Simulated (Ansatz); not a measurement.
`O=C[Te][SiH3]` + PH₃ → `[SiH3]P` + `O=C[TeH]`  (ligand exchange at the Si–Te bond)

Program: Ansatz. Geometries: PBE0-D4/def2-TZVP. ΔE: electronic, gas phase. CCSD(T)/CBS is the MP2 limit (def2-TZVPP, def2-QZVPP) plus CCSD(T) − MP2 in def2-TZVPP, frozen cores. This one scheme is used for every species. Elements past krypton have def2 core potentials. For Te outer-core shells are correlated without core-valence functions, which leaves a few kJ/mol of doubt a bond. Each species was taken in one conformer, which may not be the lowest.

```
        species  HF/CBS(def2) energy (Eh)
`O=C[Te][SiH3]`                -671.06191
            PH₃                -342.49529
      `[SiH3]P`                -632.61994
     `O=C[TeH]`                -380.92342
```

Question: Work out ΔE.

Answer: ΔE = (-632.61994) + (-380.92342) − (-671.06191) − (-342.49529) = 0.01384 Eh = +0.38 eV. CCSD(T)/CBS gives +0.43 eV.

Largest T1 diagnostic among the species: 0.016.
